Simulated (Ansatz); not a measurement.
Cost and result for the atomization energy of H₈OSSi₃ (`O[Si]([SiH3])([SiH3])S`) (13 atoms, 12 bonds).

```xyz
13

O     0.908   -1.749    0.571
Si   -0.075   -0.470    0.204
Si    0.217    1.344    1.666
Si    0.368    0.054   -2.031
S    -2.158   -0.941    0.416
H     0.753   -2.191    1.409
H    -0.617    2.495    1.229
H     1.647    1.758    1.672
H    -0.171    0.963    3.053
H    -0.120   -1.049   -2.903
H     1.822    0.259   -2.269
H    -0.361    1.303   -2.379
H    -2.213   -1.776   -0.637
```

Charge 0, multiplicity 1. Geometry: relaxed with PBE0-D4/def2-TZVP. It is one conformer, not always the lowest. Program: Ansatz. All runs use 4 threads of an Intel Xeon 6975P-C on a shared host. Times are those of one run each, without the atoms' runs, and a repeat can differ threefold. Electronic energies, without spin–orbit coupling; frozen cores. CCSD(T)/CBS adds CCSD(T) − MP2 in def2-TZVPP to the MP2 limit, and its time is that of the two runs behind it. T1 = 0.013. B3LYP takes the VWN-RPA correlation (the form of Gaussian; ORCA's B3LYP/G).

CCSD(T)/CBS is a level of theory with its own doubt, some kJ/mol a heavy atom from the limit and from the frozen cores, so smaller differences don't rank the functionals.

```json
{"level": "PBE-D4/def2-TZVPP (with forces)", "functions": "311", "wall time": "2.8 s", "atomization (kJ/mol)": "4042.3", "difference from CCSD(T)/CBS": "-24.3", "per bond": "-2.0"}
{"level": "PBE0-D4/def2-TZVPP", "functions": "311", "wall time": "3.7 s", "atomization (kJ/mol)": "4008.7", "difference from CCSD(T)/CBS": "-57.9", "per bond": "-4.8"}
{"level": "r2SCAN-D4/def2-TZVPP (with forces)", "functions": "311", "wall time": "4.7 s", "atomization (kJ/mol)": "4060.1", "difference from CCSD(T)/CBS": "-6.5", "per bond": "-0.5"}
{"level": "B3LYP-D4/def2-TZVPP (with forces)", "functions": "311", "wall time": "5.5 s", "atomization (kJ/mol)": "4040.5", "difference from CCSD(T)/CBS": "-26.1", "per bond": "-2.2"}
{"level": "B2PLYP/def2-TZVPP", "functions": "311", "wall time": "6 s", "atomization (kJ/mol)": "3978.3", "difference from CCSD(T)/CBS": "-88.3", "per bond": "-7.4"}
{"level": "ωB97X-V/def2-TZVPP", "functions": "311", "wall time": "7.5 s", "atomization (kJ/mol)": "4092.4", "difference from CCSD(T)/CBS": "25.8", "per bond": "2.1"}
{"level": "ωB97M-V/def2-TZVPP (with forces)", "functions": "311", "wall time": "11 s", "atomization (kJ/mol)": "4059.8", "difference from CCSD(T)/CBS": "-6.8", "per bond": "-0.6"}
{"level": "MP2/def2-QZVPP", "functions": "577", "wall time": "21 s", "atomization (kJ/mol)": "4020.4", "difference from CCSD(T)/CBS": "-46.2", "per bond": "-3.9"}
{"level": "CCSD(T)/def2-TZVPP", "functions": "311", "wall time": "3.5 min", "atomization (kJ/mol)": "3944.0", "difference from CCSD(T)/CBS": "-122.6", "per bond": "-10.2"}
{"level": "CCSD(T)/CBS(def2)", "functions": "–", "wall time": "3.9 min", "atomization (kJ/mol)": "4066.6", "difference from CCSD(T)/CBS": "0.0", "per bond": "0.0"}
```

In def2-TZVPP, CCSD(T) changes the Hartree–Fock value by +964.1 kJ/mol (the triples alone add +50.6 kJ/mol) and MP2 by +967.6 kJ/mol; breaking electron pairs costs correlation energy, which Hartree–Fock lacks. The D4 term adds +60.4 kJ/mol with B3LYP and +32.3 kJ/mol with PBE0; it sums over pairs of atoms, weighted by their polarisabilities, and B3LYP, whose exchange is more repulsive, gets the larger term. From PBE to PBE0 (25 % exact exchange), in def2-TZVPP and without D4, the atomization energy moves by −28.8 kJ/mol: exact exchange takes away binding that semilocal exchange gives to molecules.
